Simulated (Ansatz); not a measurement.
Reaction (atomization): `[GeH3]/[CH]=C\Br` → Br• + 2 C• + Ge• + 5 H•

Gas-phase electronic energies from Ansatz, PBE0-D4/def2-TZVP geometries. CBS: MP2 limit from def2 TZ/QZ plus the TZ coupled-cluster correction, frozen cores. This one scheme is used for every species, atoms too. DFT in def2-TZVPP. B3LYP here is the variant with VWN-RPA as its local correlation; programs differ in this. Open shells (•) are unrestricted, without spin–orbit coupling. Spin–orbit coupling would lower the free atoms: a little for C; clearly for Br, Ge. For Br, Ge outer-core shells are correlated without core-valence functions, so the limit isn't a true one: a few kJ/mol of doubt a bond, and 10 to 20 or more in all where bonds break to atoms. Scalar relativity is left out up to krypton.

```csv
level,ΔE (kJ/mol),difference from CCSD(T)/CBS
PBE-D4,3029.5,40.4
r2SCAN-D4,2991.5,2.4
PBE0-D4,2983.7,-5.4
B3LYP-D4,2964.5,-24.6
ωB97X-V,2981.8,-7.3
ωB97M-V,2964.9,-24.2
B2PLYP,2938.6,-50.5
PBE,3008.6,19.5
PBE0,2966.0,-23.1
HF/def2-TZVPP,2151.3,-837.8
MP2/def2-TZVPP,2953.2,-35.9
SCS-MP2/def2-TZVPP,2937.5,-51.6
CCSD/def2-TZVPP,2872.2,-116.9
MP2/def2-QZVPP,2991.0,1.9
SCS-MP2/def2-QZVPP,2981.3,-7.8
MP2/CBS(def2),3018.9,29.8
CCSD(T)/CBS,2989.1,0
```

Largest T1 diagnostic among the species: 0.010.

The D4 term adds +34.1 kJ/mol with B3LYP and +17.7 kJ/mol with PBE0; it sums over pairs of atoms, weighted by their polarisabilities, and B3LYP, whose exchange is more repulsive, gets the larger term. In def2-TZVPP, CCSD(T) changes the Hartree–Fock value by +772.1 kJ/mol (the triples alone add +51.2 kJ/mol) and MP2 by +801.9 kJ/mol; breaking electron pairs costs correlation energy, which Hartree–Fock lacks. From PBE to PBE0 (25 % exact exchange), in def2-TZVPP and without D4, ΔE moves by −42.7 kJ/mol: exact exchange takes away binding that semilocal exchange gives to molecules.

For atomizations the MP2-based limit and the directly extrapolated one differ by several kJ/mol either way, and by 10 to 25 for some Ge, Se and Sn compounds, so smaller differences from it don't rank the levels.
